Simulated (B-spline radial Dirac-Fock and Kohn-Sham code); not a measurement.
## Binding energies of Cr in different valence configurations

Calculated with a B-spline atomic structure program, using ΔSCF Dirac-Fock with Breit, self-energy and vacuum polarisation, finite nucleus, configuration average. No correlation.

Reference: the tabulated ground configuration [Ar] 3d5 4s1, with 1s 5995.2 eV, 2s 704.2 eV, 2p1/2 589.8 eV, 2p3/2 581.4 eV, 3p1/2 52.51 eV, 3p3/2 51.54 eV, Kα1 5413.8 eV, Kβ1 5943.7 eV.

Shifts from the reference in eV. A negative average energy means that the model, which has no correlation or term splitting, puts that configuration lower.

```
   configuration  average energy     1s     2s  2p1/2  2p3/2  3p1/2  3p3/2    Kα1    Kβ1
    [Ar] 3d5 4p1           +2.46  +1.66  +1.59  +1.61  +1.61  +1.65  +1.66  +0.06  +0.01
    [Ar] 3d4 4s2           -1.14  +6.16  +7.15  +6.93  +6.94  +5.21  +5.18  -0.78  +0.99
[Ar] 3d4 4s1 4p1           +1.29  +7.49  +8.40  +8.30  +8.30  +6.60  +6.56  -0.82  +0.92
        [Ar] 3d6           +3.95  -4.25  -4.97  -4.88  -4.88  -3.94  -3.91  +0.63  -0.34
```
